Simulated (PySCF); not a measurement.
H8N2Si2.
Z-matrix (Å and degrees, PBE0-D3(BJ)/def2-SVP geometry), rows numbered from 1:
```
N 
Si  1  1.7237
N   2  1.7378  1  109.78
Si  3  1.7397  2  129.21  1   139.13
H   1  1.0129  2  119.77  3   147.08
H   1  1.0134  2  121.65  3   -64.57
H   2  1.4989  1  116.97  3   117.77
H   2  1.4971  1  104.01  3  -122.90
H   3  1.0177  2  114.78  1   -50.14
H   4  1.4995  3  114.28  2    86.68
H   4  1.4929  3  108.92  2   -33.75
H   4  1.4959  3  108.94  2  -153.56
```

Computed with PySCF at PBE0/pcSseg-1 and PBE0/def2-SVPD, non-relativistic, on one gas-phase PBE0-D3(BJ)/def2-SVP geometry that isn't relaxed in the solvent. The solvent is an IEF-PCM continuum (Bondi radii, 1.10 Å for H, scaled by 1.2). Only the electrostatic response of the medium enters.

Gas phase at PBE0/pcSseg-1: HOMO -7.32 eV, LUMO 0.65 eV, dipole 1.67 D.

Task: What does the continuum do to the energy, the frontier levels and the dipole at PBE0/pcSseg-1 in dichloromethane and acetone?

Result: 
```csv
solvent,ε,E(solvent) − E(gas) (kJ/mol),polarisation term (kJ/mol),distortion of the solute (kJ/mol),HOMO (eV),LUMO (eV),dipole (D)
dichloromethane,8.93,-13.50,-14.43,0.93,-7.26,0.72,1.97
acetone,20.49,-15.08,-16.23,1.15,-7.26,0.72,2.00
```

The first energy column is the sum of the next two and covers electrostatics alone. From dichloromethane to acetone the lowering changes by a factor 1.12, Onsager's factor (ε − 1)/(2ε + 1) by 1.10 and ε itself by 2.3.

Task: Which radius a makes the point-dipole formula ΔE = −[(ε − 1)/(2ε + 1)]·μ²/a³ give the value in acetone, with the gas-phase dipole?

Result: μ = 0.658 au and |ΔE| = 0.00574 Eh give a = 1.73 Å; the farthest nucleus lies 3.23 Å from the centroid of the nuclei, so such a sphere wouldn't even hold the nuclei. The formula assumes a rigid point dipole at the centre of a sphere.

Task: Which IAO charges (PBE0/pcSseg-1) respond most in acetone (means over atoms taken as equivalent)?

Result: 
| atoms | environment | gas (e) | solvent (e) | change |
| --- | --- | --- | --- | --- |
| H9 | N–H hydrogen | +0.268 | +0.281 | +0.013 |
| N1 | silicon-bound nitrogen | -0.843 | -0.855 | -0.012 |
| H5/H6 | N–H hydrogen | +0.264 | +0.276 | +0.012 |
| H7/H8 | Si–H hydrogen | -0.167 | -0.174 | -0.007 |
| N3 | nitrogen bridging silicon atoms | -0.934 | -0.939 | -0.005 |
| Si4 | SiH3 silicon | +0.729 | +0.734 | +0.005 |
| H10/H11/H12 | Si–H hydrogen | -0.136 | -0.140 | -0.004 |
| Si2 | SiH2 silicon | +0.993 | +0.995 | +0.002 |

Task: Which Mayer bond orders change most in acetone?

Result: 
| bond | length (Å) | gas | solvent | change |
| --- | --- | --- | --- | --- |
| N1–Si2 | 1.724 | 1.053 | 1.072 | +0.019 |
| N3–Si4 | 1.740 | 0.968 | 0.978 | +0.010 |
| N3–H9 | 1.018 | 0.917 | 0.907 | -0.010 |
| Si2–H7 | 1.499 | 0.898 | 0.889 | -0.009 |
| N1–H5 | 1.013 | 0.945 | 0.937 | -0.008 |
| N1–H6 | 1.013 | 0.945 | 0.938 | -0.007 |
| Si2–N3 | 1.738 | 0.955 | 0.959 | +0.004 |
| Si2–H8 | 1.497 | 0.912 | 0.908 | -0.004 |

Gas phase at PBE0/def2-SVPD: HOMO -7.37 eV, LUMO 0.25 eV, dipole 1.58 D.

Task: What does the continuum do to the energy, the frontier levels and the dipole at PBE0/def2-SVPD in dichloromethane and acetone?

Result: 
```json
{"solvent": "dichloromethane", "ε": "8.93", "E(solvent) − E(gas) (kJ/mol)": "-13.30", "polarisation term (kJ/mol)": "-14.43", "distortion of the solute (kJ/mol)": "1.13", "HOMO (eV)": "-7.31", "LUMO (eV)": "0.35", "dipole (D)": "1.92"}
{"solvent": "acetone", "ε": "20.49", "E(solvent) − E(gas) (kJ/mol)": "-14.86", "polarisation term (kJ/mol)": "-16.28", "distortion of the solute (kJ/mol)": "1.42", "HOMO (eV)": "-7.31", "LUMO (eV)": "0.35", "dipole (D)": "1.95"}
```

Task: How does the static polarisability (PBE0/def2-SVPD, frozen core, with the continuum's full static response) change?

Result: 
| medium | isotropic (au) | principal values (au) | ⟨r²⟩ of the electrons (bohr²) |
| --- | --- | --- | --- |
| gas | 71.6 | 63.6, 66.7, 84.5 | 727.2 |
| dichloromethane | 91.4 | 84.1, 87.9, 102.3 | 727.0 |
| acetone | 94.3 | 87.3, 91.2, 104.3 | 726.9 |

The isotropic value in acetone is 1.32 times the gas-phase one; no cavity-field correction is applied. ⟨r²⟩ is taken about the centre of nuclear charge.
